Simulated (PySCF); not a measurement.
**Si (silicon, neutral) across methods**

[Ne] 3s2 3p1 4s1, high-spin 3P determinant (an excited configuration). All numbers are calculated (PySCF 2.14, scalar relativity by spin-free X2C-1e, in aug-cc-pVDZ-DK (5s4p2d, 27 functions)). The B2PLYP total includes its PT2 part (frozen core); its orbital energies are those of the SCF part.

```tsv
method	E (hartree)	mean ε 3s β (eV)	mean ε 3p α (eV)	mean ε 4s α (eV)	Σ⟨r²⟩ (bohr²)	⟨S²⟩
LDA	-288.6177	-13.584	-7.250	-1.657	56.04	2.001
BHandHLYP	-289.7975	-15.542	-9.290	-2.137	56.36	2.006
r2SCAN	-289.7519	-13.634	-7.724	-1.623	56.70	2.009
PBE	-289.6461	-13.441	-7.349	-1.672	56.46	2.004
UHF	-289.27264	-16.679	-11.194	-2.754	57.26	2.014
MN15	-289.7581	-14.985	-8.554	-2.136	56.19	2.002
B2PLYP	-289.6722	-15.404	-9.331	-2.158	56.57	2.007
wB97X-V	-289.7350	-16.951	-10.570	-2.906	56.55	2.004
PBE0	-289.6690	-14.526	-8.448	-2.034	56.58	2.005
```

The outer electron is Rydberg-like, and this basis confines it to a smaller radius and binds it less than a complete one would.
